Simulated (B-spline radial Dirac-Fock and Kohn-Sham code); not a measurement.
## Atomic arsenic: differential elastic cross section for electrons at 9.25 keV

The computed values come from a B-spline atomic structure program: relativistic (Dirac) partial waves in the static field of the Dirac-Fock atom with Furness-McCarthy exchange, without polarisation or absorption potentials.

The run's input, task.json:

```json
{"items": [{
  "Z": 33,
  "q": 0,
  "cfg": [[1, 0, 2], [2, 0, 2], [2, 1, 6], [3, 0, 2], [3, 1, 6], [3, 2, 10], [4, 0, 2], [4, 1, 3]],
  "A": 75,
  "rrms": 4.0968,
  "do": "elastic",
  "energies": [[9250.0, 0]],
  "theta": [5, 10, 15, 20, 25, 30, 35, 40, 45, 50, 55, 60, 65, 70, 75, 80, 85, 90, 95, 100, 105, 110, 115, 120, 125, 130, 135, 140, 145, 150, 155, 160, 165, 170, 175]
}]}
```

Launch: `python xray2_run.py task.json out`

```
θ (°)  dσ/dΩ (Å²/sr)  Sherman function
    5           3.48             0.000
   10          0.579             0.000
   15          0.170             0.001
   20         0.0697             0.002
   25         0.0350             0.003
   30         0.0197             0.004
   35         0.0120             0.004
   40        0.00783             0.004
   45        0.00541             0.002
   50        0.00391            -0.001
   55        0.00294            -0.005
   60        0.00228            -0.010
   65        0.00182            -0.015
   70        0.00148            -0.021
   75        0.00122            -0.028
   80        0.00103            -0.034
   85       0.000881            -0.040
   90       0.000764            -0.046
   95       0.000670            -0.050
  100       0.000595            -0.054
  105       0.000533            -0.057
  110       0.000483            -0.059
  115       0.000442            -0.060
  120       0.000408            -0.060
  125       0.000379            -0.058
  130       0.000356            -0.056
  135       0.000336            -0.053
  140       0.000320            -0.049
  145       0.000306            -0.045
  150       0.000295            -0.039
  155       0.000286            -0.034
  160       0.000279            -0.027
  165       0.000274            -0.021
  170       0.000270            -0.014
  175       0.000268            -0.007
```

The total elastic cross section is 0.468 Å², the first transport cross section 0.0148 Å² and the second, weighted with (3/2) sin²θ, 0.0305 Å². The mean deflection is ⟨1 − cos θ⟩ = 0.0315, and 0.59 % of the collisions scatter beyond 90°.
